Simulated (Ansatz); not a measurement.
Consider the formal exchange of groups at the Se–Al bond: `N[SiH2][AlH][SeH]` + `[OH][SnH3]` → `[OH][SnH2][SeH]` + `N[SiH2][AlH2]`.

Computed with Ansatz on PBE0-D4/def2-TZVP structures; ΔE is electronic, products minus reactants. CCSD(T)/CBS is the MP2 limit (def2-TZVPP, def2-QZVPP) plus CCSD(T) − MP2 in def2-TZVPP, frozen cores. Functionals use def2-TZVPP. Elements past krypton have def2 core potentials. For Se, Sn outer-core shells are correlated without core-valence functions, which leaves a few kJ/mol of doubt a bond. Scalar relativity is left out up to krypton. One conformer a species, not always the lowest.

```
          level  ΔE (eV)
      r2SCAN-D4     0.50
         B2PLYP     0.45
CCSD/def2-TZVPP     0.49
  MP2/CBS(def2)     0.41
```

(1) What does CCSD(T)/CBS give? (An estimate is asked.)

Largest T1 diagnostic among the species: 0.014.

## Answers

(1) Ansatz gave: +0.43 eV. The listed levels differ from it by 0.07, 0.02, 0.06, -0.02 eV.

In def2-TZVPP, CCSD(T) changes the Hartree–Fock value by +0.09 eV (the triples alone add +0.01 eV) and MP2 by +0.07 eV.
